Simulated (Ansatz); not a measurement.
Be₂Cl₄⁻, relaxed as a doublet with UKS r2SCAN-D4/def2-SVPD in Ansatz, starting from the r2SCAN-D4/def2-SVP geometry of the neutral singlet. Force threshold 0.02 eV/Å.

The highest occupied level of the relaxed charge -1 doublet lies above zero (up to 0.35 eV). By energy differences its removal costs 0.54 eV (each at its own geometry, to the charge 0 singlet, at PBE0-D4/def2-TZVPD). The structure comes from a short search, and lower isomers may exist.

Start:

Cartesian coordinates in Å:
```
Be 1.006 -0.198 0.834
Be -1.006 0.202 -0.833
Cl -1.007 -0.288 1.146
Cl -2.408 0.471 -1.995
Cl 1.006 0.300 -1.144
Cl 2.408 -0.486 1.992
```

Estimate the energy that the relaxation releases and the steps that it takes.

28.8 kcal/mol, in 19 steps; 5.3 min on 4 threads of Arm Neoverse N1 on a shared host. No frequencies were taken in this run, so the end may be a saddle point.

Does the start keep its bonding and symmetry?

By distances, no bond broke or formed. The bond that changes most is Be1–Cl3, from 2.04 to 2.35 Å (atoms count from 1). Point group D2h at the start, Cs at the end, both within 0.05 Å.

Predict the relaxed structure.


Cartesian coordinates in Å:
```
Be 1.180 0.483 1.163
Be -0.917 0.147 -0.771
Cl -1.102 -0.072 1.184
Cl -2.342 0.033 -2.046
Cl 0.978 0.536 -1.176
Cl 2.203 -1.127 1.647
```
Bond lengths (bridged metal pairs left out): 6 × Be–Cl 1.92 to 2.35 Å.
